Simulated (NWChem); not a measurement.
**Correlation energy of H₄PSi**

SMILES: [SiH3][PH]
```xyz
6

Si    -0.9886    -0.3481     0.0849
P      1.1041     0.4855    -0.1142
H     -1.1904    -0.9440     1.4433
H     -1.9794     0.7509    -0.1145
H     -1.2297    -1.4117    -0.9407
H      1.6789    -0.8051     0.1362
```
Charge 0, spin multiplicity 2.

The numbers come from NWChem runs, not from measurements. Structure: optimised with UPBE0/def2-SVP, a minimum by its harmonic frequencies.

Basis set: def2-SVP. Each correlation energy counts from its own Hartree-Fock reference.

```csv
method,correlation energy (mHa)
CCSD on ROHF,-251.5
CCSD on UHF,-247.4
CCSD[T] on ROHF,-258.2
SCS-UMP2,-213.5
UMP2,-202.8
CCSD(T) on UHF,-253.8
CCSD(T) on ROHF,-258.1
CCSD[T] on UHF,-254.0
```

The values span 55.5 mHa, from CCSD[T] on ROHF (lowest) to UMP2 (highest). 

The correlated methods keep 10 core orbitals frozen. The structure started from a generated list of species. No SCF solution was tested for a lower state. Open-shell Hartree-Fock references start from PBE0 orbitals. Coupled-cluster values serve here as a point of comparison, not as the truth.
